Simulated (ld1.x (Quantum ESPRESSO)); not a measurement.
## Ti: one change to an RRKJ potential, before and after

Ti, norm-conserving RRKJ (Kleinman–Bylander form), made with ld1.x (Quantum ESPRESSO) 7.5 (PW91, scalar-relativistic). Core [Ne], reference 3s2 3p6 3d2 4s2 4p0. Waves: 3s (bound): rc 1.60 bohr; 3d (bound): rc 1.80 bohr; 3p (bound): rc 1.75 bohr. Local part: the p channel. Core correction: none. rho0 = 0.02.

Occupied shells without a wave of their own: 4s. They enter only through the test configuration that unscreens the potential.

Change: wave 3p (bound): rc 1.75 bohr becomes 3p (bound): rc 2.66 bohr.

Cutoffs: the cutoffs (Ry, on a coarse ladder) from which the occupation-weighted sum of valence levels, in a spherical-Bessel basis at the reference potential, stays within 10 and 1 mRy of its value at 400 Ry; they do not see the model core or the augmentation charge, which bear on the density cutoff. Errors are all-electron minus pseudo energies relative to the spin-unpolarised reference configuration.

Q: How do hardness, ghosts and transferability respond?

A: The potential gets neither clearly harder nor softer (60 Ry and 80 Ry → 60 Ry and 70 Ry); the s channel sets the loose cutoff, while the largest relative change is in p, which becomes softer; the miss of the reference levels goes from 0.00 to 0.62 eV; of the 7 tests that both files solve, the error grows in 7 and shrinks in 0 by more than 15 % and 0.3 meV (median size 10.8 → 801.7 meV); neither file shows a bound ghost. More of the atom is replaced by a form fitted at one configuration, so other configurations suffer.

```tsv
quantity	base	changed
cutoff, loose	60 Ry	60 Ry
cutoff, tight	80 Ry	70 Ry
loose cutoff by channel (10 mRy a level)	s 55 Ry, d 45 Ry, p 35 Ry	s 55 Ry, d 45 Ry, p 25 Ry
bound ghosts	none	none
largest miss of a reference level, eV	0.00	0.62
error for 3s2 3p6 3d2 4s1 4p0, meV [ΔE 7.39 eV]	+4.1	+802
error for 3s2 3p6 3d2 4s0 4p0, meV [ΔE 20.98 eV]	+11	+1947
error for 3s2 3p6 3d1 4s0 4p0, meV [ΔE 48.04 eV]	+72	+2628
error for 3s2 3p6 3d2 4s1.5 4p0, meV [ΔE 2.96 eV]	+1.7	+355
error for 3s2 3p6 3d0 4s0 4p0, meV [ΔE 91.45 eV]	+594	+3804
error for 3s2 3p6 3d2.5 4s1.5 4p0, meV [ΔE 0.34 eV]	+6.1	+285
error for 3s2 3p6 3d1 4s2 4p1, meV [ΔE 4.71 eV]	+81	-518
```

Base: The 4s level has no wave, so the channel is fitted at the deeper level alone: the likely source of the large errors. Changed file: The 4s level has no wave, so the channel is fitted at the deeper level alone: the likely source of the large errors.
